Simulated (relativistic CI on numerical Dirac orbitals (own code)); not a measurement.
## Mn³⁺ in a cubic cluster: L2,3 absorption with charge transfer

Computed with a charge-transfer multiplet model of a cubic metal-ligand cluster with up to one ligand hole, Slater and spin-orbit integrals from Dirac-Coulomb-Breit ions, Slater integrals scaled by 0.7. The ground state mixes d4 with configurations of k ligand holes L, whose averages lie at kΔ + k(k − 1)U_dd/2; a core hole lowers each added d electron by U_cd. 300 K, Lorentzian 0.4 eV and Gaussian 0.3 eV FWHM.

Atomic integrals in eV (Slater integrals scaled, ζ unscaled), ground: F2dd 7.948, F4dd 4.972, zeta_d 0.043; with the core hole: F2dd 8.503, F4dd 5.322, zeta_d 0.060, zeta_core 6.788, F2cd 4.916, G1cd 3.683, G3cd 2.092.

Cluster parameters (eV): Δ = 4.8, U_cd = 7.7, 10Dq = 1.8, 10Dq(ligand) = 0.6, V(eg) = 2.95, V(t2g) = -1.38, final-state hopping factor = 0.8.

| Case | n_d | d4 | d5L | S |
| --- | --- | --- | --- | --- |
| U_dd = 4.2 eV | 4.30 | 0.70 | 0.30 | 1.75 |
| U_dd = 5.6 eV | 4.30 | 0.70 | 0.30 | 1.75 |
| U_dd = 6.3 eV | 4.30 | 0.70 | 0.30 | 1.75 |

Weights, n_d and S are thermal averages at 300 K. Photon energies count from the first peak over 30 % of the highest in each spectrum, which can be another peak from case to case. The parameters are a model scan and need not match a compound or its usual spin state. Peaks in eV (height, largest 100):
- U_dd = 4.2 eV: 0.0 (53), 1.8 (100), 5.9 (7), 10.4 (26), 11.1 (28), 11.7 (26), 12.1 (27), 12.7 (25)
- U_dd = 5.6 eV: 0.0 (53), 1.8 (100), 2.7 (67), 10.4 (27), 11.1 (26), 12.1 (26), 12.8 (24)
- U_dd = 6.3 eV: 0.0 (52), 1.8 (100), 2.7 (67), 10.3 (27), 11.0 (25), 12.0 (25), 12.7 (24)

For the case U_dd = 6.3 eV, Δ = 4.8 eV is smaller than U_dd = 6.3 eV, the charge-transfer side of the Zaanen-Sawatzky-Allen scheme. With the core hole the configuration with one ligand hole lies at Δ + U_dd − U_cd = 1.3, 2.7, 3.4 eV from the one without, in the order of the table; where this is negative the screened configuration lies lower, though the effective hopping of about 4.5 eV (from the holes of the mixed ground state) mixes the two strongly wherever it is as large as the gap.

With at most 1 ligand hole the space is cut while the next configuration still counts, so covalency is underestimated, and a final configuration with one more ligand hole, which can lie low, is missing from the spectra.
